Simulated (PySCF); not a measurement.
O3S, triplet, geometry from GFN2-xTB (a higher spin typed on purpose: for a closed-shell molecule this is an excited state). Base run: DF-M062X/STO-3G in PySCF.

Input for PySCF:
```python
from pyscf import gto, scf, dft

mol = gto.Mole()
mol.atom = '''
    O    -0.682833   -1.230189   -0.237236
    S    -0.010770   -0.005312    0.281276
    O    -0.716095    1.219078   -0.192258
    O     1.420468    0.021734   -0.133059
'''
mol.basis = 'sto-3g'
mol.charge = 0
mol.spin = 2
mol.verbose = 5
mol.build()

mf = dft.UKS(mol)
mf.xc = 'm062x'
mf = mf.density_fit(auxbasis='def2-universal-jkfit')
mf.kernel()
```

Variants of this job, named by their change:

```csv
change,basis functions,E (Eh),HOMO (eV),dipole (D),core-seconds (rough)
base,24,-615.90032,-5.40,1.23,7
basis = 6-31G,40,-623.23966,-10.81,1.62,7
basis = cc-pVDZ,60,-623.56397,-10.05,1.26,10
basis = def2-SVP,60,-623.24775,-10.30,1.34,9
basis = 6-31G*,60,-623.53212,-10.26,1.28,10
basis = pc-1,60,-623.51525,-10.45,1.40,10
basis = cc-pV(D+d)Z,65,-623.60018,-10.10,1.22,10
basis = aug-cc-pVDZ,96,-623.59855,-10.43,1.24,20
basis = aug-pcseg-1,96,-623.52357,-10.49,1.21,20
"basis = 6-311+G(2d,p)",116,-623.67672,-10.61,1.21,20
basis = pcseg-2,124,-623.71457,-10.58,1.33,20
basis = def2-TZVPP,135,-623.71791,-10.54,1.22,20
basis = def2-QZVPP,241,-623.75030,-10.61,1.22,50
```

Totals compare only among sets that treat the same electrons; sets with core potentials leave the core out.

Open shells are given as the SCF converged; they aren't shown to be the lowest states, and a large step between rows can be another state.
